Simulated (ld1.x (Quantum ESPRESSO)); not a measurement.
**PBE PAW dataset for C (Z = 6), scalar-relativistic all-electron reference.**

The input file (ld1.x (Quantum ESPRESSO) 7.5):

```
&input
   title='C', zed=6., rel=1, dft='PBE', iswitch=3,
   config='[He] 2s1.5 2p2.5 3d-2',
   nld=3, rlderiv=3.10, eminld=-3.0, emaxld=5.0, deld=0.02
 /
 &inputp
   pseudotype=3, lpaw=.true., tm=.true., lloc=-1, rcloc=1.25,
   nlcc=.true., new_core_ps=.true., rcore=1.45,
   which_augfun='BESSEL', rmatch_augfun=1.45,
   file_pseudopw='C.UPF', file_wfcaegen='ae.wfc', file_wfcncgen='nc.wfc', file_beta='beta', file_chi='chi', file_wfcusgen='us.wfc'
 /
5
2S  1  0   1.50   0.00  1.30  1.45  0.0
2S  1  0   0.00   0.15  1.30  1.45  0.0
2P  2  1   2.50   0.00  2.50  2.75  0.0
2P  2  1   0.00  -0.05  2.50  2.75  0.0
3D  3  2  -2.00   0.50  2.50  2.85  0.0
 &test
   configts(1)='2s1.5 2p2.5'
 /
```

Command:

```bash
ld1.x < C.in > C.out
```

Resulting log (shortened: banner, matrices, multipoles, cross overlaps and the repeated all-electron block are left out):

```
Program LD1 v.7.5

     !!!!!!!!!!!!!!!!!!! WARNING !!!!!!!!!!!!!!!!!!!!!!!
     Message from routine ld1_readin:
     US requires at least two energies per channel 3D
     !!!!!!!!!!!!!!!!!!!!!!!!!!!!!!!!!!!!!!!!!!!!!!!!!!!
     --------------------------- All-electron run ----------------------------

     C
     scalar relativistic calculation

     atomic number is  6.00
     dft =PBE   lsd =0 sic =0 latt =0  beta=0.20 tr2=1.0E-14
     Exchange-correlation= PBE
                           (   1   4   3   4   0   0   0)
     mesh =1073 r(mesh) = 100.30751 a.u. xmin = -7.00 dx = 0.01250
     1 Ry =  13.60569312 eV, c = 137.03599908

     n l     nl                  e(Ry)          e(Ha)          e(eV)
     1 0     1S 1( 2.00)       -20.1295       -10.0648      -273.8760
     2 0     2S 1( 1.50)        -1.0278        -0.5139       -13.9839
     2 1     2P 1( 2.50)        -0.4047        -0.2023        -5.5058

     final scf error:  9.2E-15 reached in  24 iterations

     Etot =     -75.218608 Ry,     -37.609304 Ha,   -1023.401304 eV

     Ekin =      75.017789 Ry,      37.508894 Ha,    1020.669010 eV
     Encl =    -175.373815 Ry,     -87.686907 Ha,   -2386.082302 eV
     Eh   =      35.235637 Ry,      17.617819 Ha,     479.405267 eV
     Exc  =     -10.098220 Ry,      -5.049110 Ha,    -137.393279 eV

     normalization and overlap integrals

     s(1S/1S) =  1.000000  <r> =   0.2706  <r2> =    0.0992  r(max) =   0.1730
     s(2S/2S) =  1.000000  <r> =   1.5682  <r2> =    2.9768  r(max) =   1.2162
     s(2P/2P) =  1.000000  <r> =   1.7866  <r2> =    4.1863  r(max) =   1.2011

     ------------------------ End of All-electron run ------------------------

     --------------------- Generating PAW atomic setup --------------------

      Generating local potential from pseudized AE potential:
      Matching radius rcloc =   1.2500

      Local pseudo, rcloc= 1.263 Estimated cut-off energy=    15.05 Ry

      Computing core charge for nlcc:

       r > 1.47 : true rho core
      Core charge pseudized with two Bessel functions
      Integrated core pseudo-charge :   0.01
      Wfc-us  2S rcutus= 1.467  Estimated cut-off energy=    21.52 Ry
      Wfc-us  2S rcutus= 1.467  Estimated cut-off energy=    24.66 Ry
      Wfc-us  2P rcutus= 2.741  Estimated cut-off energy=    10.73 Ry
      Wfc-us  2P rcutus= 2.741  Estimated cut-off energy=    16.76 Ry
      Wfc-us  3D rcutus= 2.881  Estimated cut-off energy=    12.73 Ry

     Required augmentation: BESSEL   radius:    1.450000
     Suggested rho cutoff for augmentation:  46.13 Ry

     Estimated PAW energy =  -17.456460 Ryd

     ------------------- End of pseudopotential generation -------------------

     Computing logarithmic derivative in   3.08641
     Computing logarithmic derivative in   3.08641
     Computing the partial wave expansion
     R is outside the sphere for l=    0 j= 0.00
     R is outside the sphere for l=    0 j= 0.00
     R is outside the sphere for l=    1 j= 0.00
     R is outside the sphere for l=    1 j= 0.00
     R is outside the sphere for l=    2 j= 0.00

     ---------------------- Testing the pseudopotential ----------------------

     C
     scalar relativistic calculation

     atomic number is  6.00   valence charge is  4.00
     dft = SLA  PW   PBX  PBC   lsd =0 sic =0 latt =0  beta=0.20 tr2=1.0E-14
     mesh =1073 r(mesh) = 100.30751 xmin = -7.00 dx = 0.01250

     n l     nl             e AE (Ry)        e PS (Ry)    De AE-PS (Ry)
     1 0     2S   1( 1.50)       -1.02780       -1.02780        0.00001
     2 1     2P   1( 2.50)       -0.40467       -0.40467        0.00000

     eps = 2.6E-15  iter =  3

     Etot =     -75.218608 Ry,     -37.609304 Ha,   -1023.401304 eV
     Etotps =   -17.456467 Ry,      -8.728233 Ha,    -237.507327 eV

     Ekin =      11.138020 Ry,       5.569010 Ha,     151.540489 eV
     Encl =     -27.181689 Ry,     -13.590845 Ha,    -369.825720 eV
     Ehrt =       8.685421 Ry,       4.342710 Ha,     118.171170 eV
     Ecxc =     -10.098219 Ry,      -5.049109 Ha,    -137.393266 eV
     (Ecc =      -0.003019 Ry,      -0.001510 Ha,      -0.041077 eV)

     ---------------------- End of pseudopotential test ----------------------
```

Generation and configuration tests took about 1.3 s on one core of a shared server CPU.
